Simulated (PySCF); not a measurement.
NICS in rings of unrelated molecules.

NICS is the negative of the GIAO shielding at a point without a nucleus: at the ring centre (0) and 1 Å above and below it (1); zz is the component along the ring normal. Level: GIAO PBE0/pcSseg-1 (PySCF, non-relativistic, gas phase) on the GFN2-xTB geometries, one conformer each. Atom numbers follow the mapped SMILES.

Question: Order these rings by mean NICS(1)zz, lowest (most negative) first (ppm).
A. ring C3–C4–Si5 in `[H]/[N:1]=[CH:2]\[C@@H:3]1[CH2:4][SiH2:5]1`
B. ring C2–C3–C4–C5–C7–C8 in `[OH:1][c:2]1[cH:3][cH:4][c:5]([F:6])[cH:7][cH:8]1`
C. ring C1–C2–C3–C4–C10–C11 in `[cH:1]1[cH:2][cH:3][c:4](-[c:5]2[cH:6][p-:7][cH:8][p:9]2)[cH:10][cH:11]1` (charge -1)
D. ring C3–C4–C5–C7 in `[CH3:1][O:2][C@@H:3]1[CH:4]=[C:5]([F:6])[C@@H:7]1[Cl:8]`
E. ring C4–C5–Si6 in `[O:1]=[CH:2][NH:3][C@@H:4]1[CH2:5][SiH2:6]1`
F. ring C7–C8–C9–C10–O11 in `[F:1][C:2]([F:3])([F:4])/[CH:5]=[P:6]/[c:7]1[cH:8][cH:9][cH:10][o:11]1`
G. ring C3–C7–C8–N9 in `[CH3:1][CH2:2][C@@:3]1([CH:4]([F:5])[F:6])[CH2:7][CH2:8][NH:9]1`

Answer: B (-26.4), F (-24.6), C (-21.3), A (-17.6), E (-13.6), D (-0.2), G (1.2).

```csv
SMILES,ring,NICS(0),NICS(1),NICS(1)zz,HOMA,rms pucker (Å),ring atoms with four or more neighbours
Oc1ccc(F)cc1,6-membered carbocycle; formal bonds all aromatic,-11.0,-11.0,-26.4,0.99,0.00,0
FC(F)(F)/C=P/c1ccco1,5-membered ring with O; formal bonds all aromatic,-10.2,-9.9,-24.6,0.55,0.00,0
c1ccc(-c2c[p-]cp2)cc1,6-membered carbocycle; formal bonds all aromatic,-5.9,-8.9,-21.3,0.98,0.00,0
[H]/N=C\[C@@H]1C[SiH2]1,3-membered ring with Si; formal bonds all single,-27.6,-8.3,-17.6,–,0.00,3
O=CN[C@@H]1C[SiH2]1,3-membered ring with Si; formal bonds all single,-24.0,-7.1,-13.6,–,0.00,3
CO[C@@H]1C=C(F)[C@@H]1Cl,"4-membered carbocycle; formal bonds 1 double, 3 single",-7.6,-3.8,-0.2,–,0.00,2
CC[C@@]1(C(F)F)CCN1,4-membered ring with N; formal bonds all single,-2.2,0.3,1.2,–,0.06,3
```

NICS(0) gives another order. The isotropic NICS(1) gives the same order. HOMA uses Krygowski's 1993 parameters; it is left out where a ring has a four-coordinate atom, a triple bond, no multiple bond or a kind of bond without parameters. NICS(1) and NICS(1)zz are means over the two faces.
